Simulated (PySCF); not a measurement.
C4H5NSi, SMILES C(#N)C1[SiH2]CC=1. Geometry: PBE-D3(BJ)/def2-SVP. This is a generated structure with no PubChem entry under its InChIKey; it may be hypothetical.

Level of theory: PBE-D3(BJ)/def2-SVP run with PySCF.

Harmonic wavenumbers (cm⁻¹): 151, 154, 206, 456, 458, 503, 535, 615, 649, 684, 744, 768, 846, 917, 932, 1051, 1096, 1140, 1211, 1353, 1581, 2166, 2181, 2256, 2990, 3041, 3057. Rotational constants (GHz): 6.922, 1.907, 1.538; symmetry number 1.

Q: Work out the zero-point energy and the ideal-gas rigid-rotor harmonic-oscillator thermochemistry at 298.15 K and 1 atm.

A: ZPE = ½ Σ hcν = ½ × 31741 cm⁻¹ = 45.38 kcal/mol. H − E(el) = 50.02 kcal/mol. Entropy in cal/(mol K): translation 39.57, rotation 27.16, vibration 12.44, total 79.17. G − E(el) = 26.42 kcal/mol. Cp = 25.69 cal/(mol K).
